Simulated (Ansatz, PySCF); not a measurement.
Molecule: 1,1-difluoro-1-methoxyethane, C3H6F2O, charge 0, multiplicity 1. SMILES: COC(F)(F)C
Coordinates optimised at B3LYP-D3(BJ)/def2-TZVP (Ansatz, an electronic-structure program):
```xyz
12

C      1.6896    -1.0185     0.2085
O      0.9300     0.1437     0.5371
C     -0.3139     0.2409    -0.0185
C     -1.2971    -0.8555     0.3206
F     -0.7976     1.4389     0.3963
F     -0.2022     0.3290    -1.3935
H      1.2729    -1.9125     0.6787
H      1.7462    -1.1582    -0.8719
H      2.6865    -0.8408     0.6028
H     -2.2649    -0.6085    -0.1111
H     -1.3901    -0.9337     1.4027
H     -0.9645    -1.8081    -0.0871
```
Charge 0, spin multiplicity 1.

Wanted: atomisation energy (electronic, to ground-state atoms), in kcal/mol. Valence correlation only, unless marked. Open shells are spin-unrestricted. No spin-orbit coupling. No relativistic terms. The coupled-cluster limit lacks core correlation, which all-electron functionals hold. CBS(X,Y): correlation extrapolated as X^-3; Hartree-Fock from the larger set. [CCSD(T)-MP2]/basis is that difference in the basis named.

```tsv
level	program	atomisation energy (kcal/mol)	minus last row
HF/aug-cc-pVDZ	Ansatz	800.0	-334.3
PBE/def2-TZVPD	Ansatz	1160.2	25.9
BLYP-D4/def2-TZVPD	Ansatz + dftd4	1132.0	-2.3
B3LYP/def2-TZVPD	Ansatz	1121.7	-12.6
PBE0/def2-TZVPD	Ansatz	1132.9	-1.4
M06-2X/def2-TZVPD	PySCF	1136.1	1.8
LC-wPBE/def2-TZVPD	Ansatz	1135.3	1.0
PBE-QIDH/def2-TZVPD	Ansatz	1123.6	-10.7
MP2/cc-pVTZ	Ansatz	1131.0	-3.3
RI-MP2/CBS(cc-pVTZ,cc-pVQZ)+[CCSD(T)-MP2]/cc-pVTZ	Ansatz	1134.3	0.0
```
